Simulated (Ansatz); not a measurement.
```yaml
crystal:
  periodic: [false, false, false]
  atoms:
    - {symbol: N, position_ang: [-1.004760, 0.453639, 0.754164]}
    - {symbol: C, position_ang: [-1.207133, -0.400988, -0.505922]}
    - {symbol: Al, position_ang: [0.584040, 0.314071, -0.447757]}
    - {symbol: N, position_ang: [1.992371, -0.626385, 0.066303]}
    - {symbol: Cl, position_ang: [0.924839, 2.262439, -1.213765]}
    - {symbol: H, position_ang: [-1.574133, 1.289031, 0.765678]}
    - {symbol: H, position_ang: [-1.141225, -0.053246, 1.617869]}
    - {symbol: H, position_ang: [-1.433690, -1.427619, -0.226193]}
    - {symbol: H, position_ang: [-2.009472, -0.000856, -1.120087]}
    - {symbol: H, position_ang: [2.024198, -1.629641, 0.128687]}
    - {symbol: h, position_ang: [2.910363, -0.237345, 0.201520]}
basis:
  gaussian: {orbitals: "6-31++G**"}
total_charge: 1
magnetization: {spin_polarized: true, initial_magnetization: 1}
hamiltonian: {xc: {name: BLYP}, dispersion: d3bjatm, pseudopotentials: {relativity: scalar}}
output: {forces: true}
```

```sh
$ ansatz run in.yaml --threads 4 --pin off --events-out ev --progress --plain --max-ram 10444MiB
```

Shortened log:

```
Error: YAML parse error: error: line 14 column 16: `h` is not an element symbol (H … Og, case-exact)
12 |     - {symbol: H, position_ang: [-2.009472, -0.000856, -1.120087]}
13 |     - {symbol: H, position_ang: [2.024198, -1.629641, 0.128687]}
14 |     - {symbol: h, position_ang: [2.910363, -0.237345, 0.201520]}
15 | basis:
16 |   gaussian: {orbitals: "6-31++G**"}
```

**Question.** What is wrong with this run?

**Answer.** An element symbol is wrong. The program refused the input.
